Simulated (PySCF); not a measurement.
## Correlation energy of Sb²⁺ (antimony, charge +2)

[Kr] 4d10 5s2 5p1, 2P determinant. All numbers are calculated (PySCF 2.14, scalar relativity by spin-free X2C-1e, in x2c-SVPall). Frozen: [Kr] 4d10; 3 electrons correlated.

MP2 pair energies summed by pair of shells (mhartree):

| pair | energy | share (%) |
| --- | --- | --- |
| 5s-5s | -15.91 | 60.1 |
| 5s-5p | -10.57 | 39.9 |

Total MP2 correlation energy: -26.48 mhartree.

Same-spin part -1.74 and opposite-spin part -24.74 mhartree; SCS-MP2 scales them by 1/3 and 6/5 to -30.26 mhartree.

```
  level  correlation energy (mhartree)
   CCSD                         -39.32
    (T)                          -0.28
CCSD(T)                         -39.60
```

Diagnostics: T1 = 0.0077, D1 = 0.0187, largest double amplitude 0.096.

Cost of the coupled-cluster step: 0.1 s of wall time on 1 thread of Neoverse-V1 (shared host), for 3 correlated electrons.

Iterations:

```
CC2 = 0
CCSD nocc = (np.int64(2), np.int64(1)), nmo = (13, 13)
frozen orbitals [[0, 1, 2, 3, 4, 5, 6, 7, 8, 9, 10, 11, 12, 13, 14, 15, 16, 17, 18, 19, 20, 21, 22], [0, 1, 2, 3, 4, 5, 6, 7, 8, 9, 10, 11, 12, 13, 14, 15, 16, 17, 18, 19, 20, 21, 22]]
max_cycle = 100
direct = 0
conv_tol = 1e-08
conv_tol_normt = 1e-06
diis_space = 8
diis_start_cycle = 0
Init t2, MP2 energy = -0.0264768536721543
Init E_corr(UCCSD) = -0.0264768536759558
cycle = 1  E_corr(UCCSD) = -0.0348282813951461  dE = -0.00835142772  norm(t1,t2) = 0.0456266
cycle = 2  E_corr(UCCSD) = -0.0376308209663889  dE = -0.00280253957  norm(t1,t2) = 0.017676
cycle = 3  E_corr(UCCSD) = -0.0393291110044152  dE = -0.00169829004  norm(t1,t2) = 0.00735142
cycle = 4  E_corr(UCCSD) = -0.0393140976979019  dE = 1.50133065e-05  norm(t1,t2) = 0.000760261
cycle = 5  E_corr(UCCSD) = -0.0393222372225372  dE = -8.13952464e-06  norm(t1,t2) = 6.9376e-05
cycle = 6  E_corr(UCCSD) = -0.0393201977222482  dE = 2.03950029e-06  norm(t1,t2) = 1.00225e-05
cycle = 7  E_corr(UCCSD) = -0.0393210782288758  dE = -8.80506628e-07  norm(t1,t2) = 2.87176e-06
cycle = 8  E_corr(UCCSD) = -0.0393208063998556  dE = 2.7182902e-07  norm(t1,t2) = 9.64766e-07
cycle = 9  E_corr(UCCSD) = -0.0393208153995451  dE = -8.99968952e-09  norm(t1,t2) = 1.33138e-07
UCCSD converged
E(UCCSD) = -6476.390886292701  E_corr = -0.03932081539954514
UCCSD(T) correction = -0.000276813843580254
```
